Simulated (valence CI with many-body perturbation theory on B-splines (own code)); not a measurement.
## E1 line list for Tb³²⁺

Level of theory: relativistic CI+MBPT: five valence electrons over a frozen Dirac-Fock core [Ar] 3d10, a basis of 11 s, 11 p, 10 d, 8 f, 5 g, 2 h functions for each j, with the one-electron correlation potential Σ1 (screened to all orders), the two-electron term Σ2, the three-electron term Σ3, Breit, model QED; selected single and double excitations, second order for the rest, scaled by the run's own slope (own B-spline code, finite nucleus).

The last digits are not significant, and no measured levels were compared; by estimate large intervals hold to a few tenths of a per cent, small ones and those within an open d or f shell to about a per cent. Among the levels kept, up to 2000 cm⁻¹ of a level comes from second order outside the variational space, and about a tenth of that is noise between levels of different J, which matters for small intervals.

Lines 1 to 50 of 545 in falling wavelength, among levels below 2985400 cm⁻¹, chosen from the strongest by gf and those to the six lowest levels. Wavelengths and rates use the calculated energies. Electric multipoles are in the length gauge, E1 and E2 with the static RPA response of the core. Weak lines are less certain than strong ones. Lines between different terms over intervals too small for the method are left out, as are lines whose strength nearly cancels. The highest levels of a list are the least certain.

Levels are named by their leading jj configuration (3d3/2^4 stands for four electrons in 3d with j = 3/2), which in mixed levels can hold well under half, so a name can repeat and another be missing. Letters in brackets count levels of one name in rising energy.

| λ vac (Å) | Upper | Lower | A (s⁻¹) | S (a.u.) with core polarisation | S without |
| --- | --- | --- | --- | --- | --- |
| 324.2 | (4s 4p1/2^2 4p3/2^2) J=3/2 | (4s^2 4p3/2^3) J=3/2 | 5.99e+07 | 4.03e-03 | 4.32e-03 |
| 190.2 | (4s 4p1/2 4p3/2^3) J=3/2 [a] | (4s^2 4p3/2^3) J=3/2 | 2.45e+08 | 3.33e-03 | 3.57e-03 |
| 187.1 | (4s 4p1/2^2 4p3/2 4d5/2) J=7/2 [a] | (4s^2 4p1/2 4p3/2 4d5/2) J=5/2 [b] | 3.59e+09 | 9.28e-02 | 9.95e-02 |
| 182.9 | (4s 4p1/2^2 4p3/2 4d5/2) J=9/2 | (4s^2 4p1/2 4p3/2 4d5/2) J=9/2 | 3.51e+09 | 1.06e-01 | 1.13e-01 |
| 181.8 | (4s^2 4p1/2 4p3/2 4d3/2) J=5/2 [a] | (4s^2 4p3/2^3) J=3/2 | 1.14e+09 | 2.03e-02 | 2.18e-02 |
| 180.9 | (4s^2 4p1/2 4p3/2 4d3/2) J=1/2 [a] | (4s^2 4p3/2^3) J=3/2 | 5.69e+08 | 3.33e-03 | 3.57e-03 |
| 180.7 | (4s^2 4p1/2 4p3/2 4d3/2) J=3/2 | (4s^2 4p3/2^3) J=3/2 | 9.66e+08 | 1.13e-02 | 1.21e-02 |
| 178.4 | (4s 4p1/2^2 4p3/2^2) J=5/2 | (4s^2 4p1/2 4p3/2^2) J=5/2 | 3.86e+09 | 6.49e-02 | 6.95e-02 |
| 174.6 | (4s 4p1/2^2 4p3/2 4d3/2) J=7/2 | (4s^2 4p1/2 4p3/2 4d3/2) J=7/2 | 4.16e+09 | 8.73e-02 | 9.35e-02 |
| 174.4 | (4s 4p1/2 4p3/2^2 4d3/2) J=7/2 [c] | (4s^2 4p3/2^2 4d3/2) J=7/2 | 4.91e+09 | 1.03e-01 | 1.10e-01 |
| 173.8 | (4s 4p1/2 4p3/2^2 4d5/2) J=11/2 | (4s^2 4p3/2^2 4d5/2) J=9/2 | 7.29e+09 | 2.27e-01 | 2.43e-01 |
| 172.1 | (4s 4p1/2 4p3/2^2 4d5/2) J=9/2 [b] | (4s^2 4p3/2^2 4d5/2) J=7/2 | 4.47e+09 | 1.12e-01 | 1.21e-01 |
| 171.2 | (4s 4p1/2 4p3/2^3) J=5/2 | (4s^2 4p3/2^3) J=3/2 | 3.90e+09 | 5.79e-02 | 6.21e-02 |
| 170.8 | (4s 4p1/2^2 4p3/2 4d5/2) J=9/2 | (4s^2 4p1/2 4p3/2 4d5/2) J=7/2 [a] | 7.40e+09 | 1.82e-01 | 1.95e-01 |
| 168.2 | (4s^2 4p1/2^2 4d3/2) J=3/2 | (4s^2 4p1/2 4p3/2^2) J=5/2 | 2.57e+09 | 2.42e-02 | 2.59e-02 |
| 167.6 | (4s 4p1/2^2 4p3/2^2) J=5/2 | (4s^2 4p1/2 4p3/2^2) J=3/2 | 6.60e+09 | 9.21e-02 | 9.87e-02 |
| 159.9 | (4s 4p1/2^2 4p3/2^2) J=1/2 | (4s^2 4p1/2 4p3/2^2) J=1/2 | 1.46e+10 | 5.87e-02 | 6.29e-02 |
| 158.6 | (4s^2 4p1/2^2 4d3/2) J=3/2 | (4s^2 4p1/2 4p3/2^2) J=3/2 | 6.28e+08 | 4.94e-03 | 5.30e-03 |
| 155.4 | (4s 4p1/2^2 4p3/2 4d5/2) J=5/2 [b] | (4s^2 4p1/2 4p3/2 4d5/2) J=7/2 [b] | 7.82e+09 | 8.69e-02 | 9.30e-02 |
| 153.6 | (4s 4p1/2 4p3/2^3) J=1/2 | (4s^2 4p3/2^3) J=3/2 | 6.10e+09 | 2.18e-02 | 2.33e-02 |
| 151.8 | (4s 4p1/2^2 4p3/2 4d5/2) J=3/2 [a] | (4s 4p1/2 4p3/2^3) J=5/2 | 1.55e+10 | 1.07e-01 | 1.15e-01 |
| 150.2 | (4s 4p1/2^2 4p3/2 4d3/2) J=3/2 [b] | (4s^2 4p1/2 4p3/2 4d3/2) J=5/2 [a] | 1.23e+10 | 8.23e-02 | 8.81e-02 |
| 149.0 | (4s 4p1/2^2 4p3/2 4d3/2) J=5/2 [b] | (4s^2 4p1/2 4p3/2 4d3/2) J=7/2 | 1.06e+10 | 1.04e-01 | 1.11e-01 |
| 148.0 | (4s 4p1/2 4p3/2^3) J=3/2 [b] | (4s^2 4p3/2^3) J=3/2 | 3.78e+09 | 2.42e-02 | 2.60e-02 |
| 147.3 | (4s 4p1/2^2 4p3/2 4d5/2) J=7/2 [b] | (4s^2 4p1/2 4p3/2 4d5/2) J=9/2 | 1.46e+10 | 1.84e-01 | 1.97e-01 |
| 147.0 | (4s^2 4p1/2 4p3/2 4d3/2) J=5/2 [b] | (4s^2 4p3/2^3) J=3/2 | 5.85e+08 | 5.50e-03 | 5.88e-03 |
| 143.0 | (4s 4p1/2^2 4p3/2^2) J=3/2 | (4s^2 4p1/2 4p3/2^2) J=5/2 | 1.32e+10 | 7.64e-02 | 8.18e-02 |
| 139.4 | (4s 4p1/2^2 4p3/2 4d5/2) J=7/2 [b] | (4s^2 4p1/2 4p3/2 4d5/2) J=7/2 [a] | 6.21e+09 | 6.64e-02 | 7.11e-02 |
| 138.4 | (4s^2 4p1/2 4p3/2 4d3/2) J=1/2 [b] | (4s^2 4p3/2^3) J=3/2 | 1.27e+09 | 3.33e-03 | 3.57e-03 |
| 136.4 | (4s^2 4p1/2 4p3/2 4d5/2) J=5/2 [a] | (4s^2 4p3/2^3) J=3/2 | 3.21e+09 | 2.41e-02 | 2.59e-02 |
| 136.0 | (4s 4p1/2^2 4p3/2^2) J=3/2 | (4s^2 4p1/2 4p3/2^2) J=3/2 | 5.36e+09 | 2.66e-02 | 2.85e-02 |
| 135.6 | (4s 4p1/2 4p3/2^2 4d5/2) J=9/2 [c] | (4s^2 4p3/2^2 4d5/2) J=9/2 | 7.16e+09 | 8.82e-02 | 9.43e-02 |
| 134.7 | (4s^2 4p1/2^2 4d5/2) J=5/2 | (4s^2 4p1/2 4p3/2^2) J=5/2 | 7.37e+08 | 5.34e-03 | 5.71e-03 |
| 134.3 | (4p1/2^2 4p3/2^2 4d3/2) J=3/2 | (4s 4p1/2 4p3/2^2 4d3/2) J=5/2 [a] | 1.92e+10 | 9.20e-02 | 9.84e-02 |
| 133.0 | (4s^2 4p1/2 4p3/2 4d5/2) J=3/2 [b] | (4s^2 4p3/2^3) J=3/2 | 6.66e+09 | 3.09e-02 | 3.31e-02 |
| 128.5 | (4s^2 4p1/2^2 4d5/2) J=5/2 | (4s^2 4p1/2 4p3/2^2) J=3/2 | 1.51e+09 | 9.48e-03 | 1.02e-02 |
| 127.6 | (4s^2 4p1/2 4p3/2 4d5/2) J=5/2 [b] | (4s^2 4p3/2^3) J=3/2 | 9.56e+08 | 5.88e-03 | 6.29e-03 |
| 125.9 | (4s^2 4p1/2 4p3/2 4d5/2) J=3/2 [c] | (4s^2 4p3/2^3) J=3/2 | 2.99e+09 | 1.18e-02 | 1.26e-02 |
| 121.2 | (4s^2 4p1/2 4p3/2 4d5/2) J=1/2 | (4s^2 4p3/2^3) J=3/2 | 2.06e+09 | 3.62e-03 | 3.86e-03 |
| 114.8 | (4s 4p1/2 4p3/2^3) J=3/2 [a] | (4s^2 4p1/2 4p3/2^2) J=1/2 | 3.02e+08 | 9.01e-04 | 9.69e-04 |
| 109.1 | (4s 4p1/2 4p3/2^2 4d5/2) J=9/2 [a] | (4s^2 4p1/2 4p3/2 4d5/2) J=7/2 [a] | 2.00e+10 | 1.28e-01 | 1.37e-01 |
| 109.1 | (4s 4p1/2 4p3/2^3) J=3/2 [a] | (4s^2 4p1/2 4p3/2^2) J=5/2 | 1.33e+09 | 3.40e-03 | 3.64e-03 |
| 106.8 | (4s 4p1/2 4p3/2^2 4d5/2) J=11/2 | (4s^2 4p1/2 4p3/2 4d5/2) J=9/2 | 1.78e+10 | 1.28e-01 | 1.38e-01 |
| 106.8 | (4s 4p1/2^2 4p3/2^2) J=5/2 | (4s^2 4p1/2^2 4p3/2) J=3/2 | 7.77e+09 | 2.80e-02 | 3.01e-02 |
| 106.3 | (4s^2 4p1/2 4p3/2 4d3/2) J=5/2 [a] | (4s^2 4p1/2 4p3/2^2) J=5/2 | 4.18e+08 | 1.49e-03 | 1.63e-03 |
| 105.9 | (4s^2 4p1/2 4p3/2 4d3/2) J=3/2 | (4s^2 4p1/2 4p3/2^2) J=5/2 | 1.66e+09 | 3.90e-03 | 4.22e-03 |
| 105.6 | (4s 4p3/2^3 4d3/2) J=7/2 | (4s^2 4p3/2^2 4d3/2) J=7/2 | 1.16e+10 | 5.38e-02 | 5.78e-02 |
| 105.0 | (4s 4p1/2 4p3/2^3) J=3/2 [a] | (4s^2 4p1/2 4p3/2^2) J=3/2 | 2.10e+10 | 4.79e-02 | 5.14e-02 |
| 104.8 | (4s 4p1/2^2 4p3/2 4d3/2) J=5/2 [b] | (4s 4p1/2^2 4p3/2^2) J=3/2 | 2.04e+10 | 6.97e-02 | 7.45e-02 |
| 104.4 | (4s 4p3/2^3 4d5/2) J=9/2 | (4s^2 4p3/2^2 4d5/2) J=9/2 | 2.88e+10 | 1.62e-01 | 1.74e-01 |
